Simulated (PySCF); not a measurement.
Job file and geometry (Å, from PBE0-D3(BJ)/def2-SVP) of a spin–spin coupling run on tetrabromoethene (BrC(Br)=C(Br)Br, C2Br4), PySCF, B3LYP/pcJ-1 Br:pcSseg-1 indirect spin-spin coupling, non-relativistic, gas phase; density fitting, a coarse starting grid and PySCF grid level 2 are the driver's defaults:

```
$ OMP_NUM_THREADS=1 python probes_run.py task.json out

{"job": {"kind": "j", "xc": "B3LYP", "basis": "pcJ-1"}, "charge": 0, "multiplicity": 1}
Br    -2.141549     0.169151    -0.829861
C     -0.400486    -0.366786    -0.408749
Br     0.133708    -1.984951    -1.177633
C      0.408432     0.358147     0.391107
Br    -0.126997     1.974709     1.162638
Br     2.148462    -0.179596     0.814355
```

Question: Write the output of this run.

Answer: 
```
coarse grid: 39688 points
cycle   1  E = -10371.7539350507  dE = -3.893e+00  |g| = 1.460e+00  |ddm| = 3.416e+00
cycle   2  E = -10371.7281975141  dE =  2.574e-02  |g| = 8.770e-01  |ddm| = 1.017e+00
cycle   3  E = -10371.7535711080  dE = -2.537e-02  |g| = 4.755e-01  |ddm| = 1.101e+00
cycle   4  E = -10371.8114486224  dE = -5.788e-02  |g| = 1.512e-01  |ddm| = 6.351e-01
cycle   5  E = -10371.8156092913  dE = -4.161e-03  |g| = 7.074e-03  |ddm| = 1.349e-01
cycle   6  E = -10371.8156186658  dE = -9.374e-06  |g| = 2.100e-03  |ddm| = 1.250e-02
final grid: 74712 points
cycle   7  E = -10371.8155395360  dE = -3.894e-07  |g| = 2.015e-03  |ddm| = 4.521e-03
cycle   8  E = -10371.8155396535  dE = -1.175e-07  |g| = 2.099e-03  |ddm| = 3.621e-03
cycle   9  E = -10371.8155401691  dE = -5.156e-07  |g| = 3.292e-04  |ddm| = 1.629e-03
cycle  10  E = -10371.8155401952  dE = -2.607e-08  |g| = 1.132e-04  |ddm| = 4.872e-04
cycle  11  E = -10371.8155401985  dE = -3.307e-09  |g| = 3.116e-06  |ddm| = 1.047e-04
cycle  12  E = -10371.8155401985  dE =  2.001e-11  |g| = 2.360e-06  |ddm| = 5.070e-06
converged SCF energy = -10371.8155401985

Indirect spin-spin couplings (Hz)
  i      j    bonds     total        FC       PSO       DSO        SD
  1 C    3 C    1    114.356   115.925    -8.042     0.686     5.787
```

Size and cost of the density-fitted run: 218 basis functions, 50 s wall time on 1 thread of an Intel Xeon Platinum 8488C, shared host; peak memory 0.99 GiB.
